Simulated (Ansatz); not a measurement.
`N[SiH2][SiH2]N` + `[NH2][GeH2][NH2]` → `N[SiH2][NH][GeH2][NH2]` + `N[SiH3]`  (cleavage of the Si–Si bond)

Computed with Ansatz on PBE0-D4/def2-TZVP structures; ΔE is electronic, products minus reactants. CCSD(T)/CBS is the MP2 limit (def2-TZVPP, def2-QZVPP) plus CCSD(T) − MP2 in def2-TZVPP, frozen cores. This one scheme is used for every species. Functionals use def2-TZVPP. B3LYP here is the variant with VWN-RPA as its local correlation; programs differ in this. For Ge outer-core shells are correlated without core-valence functions, which leaves a few kJ/mol of doubt a bond. Scalar relativity is left out up to krypton. One conformer a species, not always the lowest.

| level | ΔE (kcal/mol) |
| --- | --- |
| B3LYP-D4 | -19.9 |
| PBE | -15.5 |
| r2SCAN | -19.1 |
| PBE0 | -17.1 |
| SCS-MP2/def2-TZVPP | -23.2 |
| CCSD(T)/def2-TZVPP | -21.2 |
| MP2/CBS(def2) | -22.7 |
| CCSD/CBS(def2) | -21.3 |

(1) What does CCSD(T)/CBS give? (An estimate is asked.)

Largest T1 diagnostic among the species: 0.011.

Answers

(1) Ansatz gave: -20.9 kcal/mol. The listed levels differ from it by 1.0, 5.4, 1.8, 3.8, -2.3, -0.3, -1.8, -0.4 kcal/mol.

From PBE to PBE0 (25 % exact exchange), in def2-TZVPP and without D4, ΔE moves by −1.7 kcal/mol. In def2-TZVPP, CCSD(T) changes the Hartree–Fock value by +3.3 kcal/mol (the triples alone add +0.3 kcal/mol) and MP2 by +1.5 kcal/mol.

CCSD(T)/CBS has its own doubt, a few kJ/mol and more with outer-core shells, so smaller differences from it don't rank the levels.
